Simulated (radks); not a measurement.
The numbers below are computed, except where a source is named.
Problem. The mean radii <r> (bohr) of the occupied orbitals of an atom or ion are listed with their occupations. Code: a radial shooting solver on a logarithmic mesh with Libxc functionals. Model: Dirac Kohn-Sham, exchange-only PBE, spin-unpolarised, spherical densities, finite nucleus; Fermi nuclear charge, rms radius of each element as measured or else 0.836 A^(1/3) + 0.57 fm.

| orbital | occ. | <r> |
|---|---|---|
| 1s1/2 | 2 | 0.02037 |
| 2s1/2 | 2 | 0.08590 |
| 2p1/2 | 2 | 0.07147 |
| 2p3/2 | 4 | 0.07874 |
| 3s1/2 | 2 | 0.2249 |
| 3p1/2 | 2 | 0.2146 |
| 3p3/2 | 4 | 0.2283 |
| 3d3/2 | 4 | 0.2012 |
| 3d5/2 | 6 | 0.2055 |
| 4s1/2 | 2 | 0.5081 |
| 4p1/2 | 2 | 0.5172 |
| 4p3/2 | 4 | 0.5487 |
| 4d3/2 | 4 | 0.5774 |
| 4d5/2 | 6 | 0.5886 |
| 5s1/2 | 2 | 1.255 |
| 5p1/2 | 2 | 1.421 |
| 5p3/2 | 4 | 1.535 |
| 4f5/2 | 6 | 0.8204 |
| 6s1/2 | 1 | 3.693 |
| 4f7/2 | 6 | 0.8434 |

Name the element and its charge. Open shells, if any, fill j = l - 1/2 first.

Solution. Z = 68, erbium, charge +1: Er+ in [Xe] 4f12 6s1. The 1s radius gives Z: for a bare nucleus <r> = (2 gamma + 1)/(2Z) with gamma = sqrt(1 - (Z/c)^2), 0.02012 bohr for Z = 68, and screening makes it slightly larger (0.02037 here). The occupations add up to 67, and the charge is Z minus that.
